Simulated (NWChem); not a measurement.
Species: SiH3SF; SMILES S[SiH2]F

```xyz
6

Si    -0.5303    -0.5619    -0.0017
F      0.6692    -1.6559     0.0363
S      0.2117     1.4301     0.0590
H     -1.2905    -0.8130    -1.2535
H     -1.3532    -0.7218     1.2231
H      0.6575     1.4231    -1.2169
```
Atoms are numbered in this order, from 1.

Results from NWChem. Geometry: optimised at PBE0/def2-SVP. Ions are spin-unrestricted doublets at the neutral geometry; other ion states weren't tried. Functional: LC-ωPBE (HJS hole) with def2-SVP; rows give the range parameter ω in 1/bohr.

| range parameter (1/bohr) | vertical ionisation energy, ΔSCF (eV) | −ε(HOMO) (eV) | ΔSCF minus −ε(HOMO) (eV) |
|---|---|---|---|
| 0.05 | … | … | … |
| 0.15 | 10.38 | 8.73 | 1.65 |
| 0.25 | 10.49 | 9.75 | 0.74 |
| 0.30 | 10.52 | 10.13 | 0.39 |
| 0.50 | 10.61 | 11.11 | -0.50 |

Question: Some entries are withheld; supply them.

Answer: 
- 0.05, vertical ionisation energy, ΔSCF (eV): 10.29
- 0.05, −ε(HOMO) (eV): 7.36
- 0.05, ΔSCF minus −ε(HOMO) (eV): 2.93
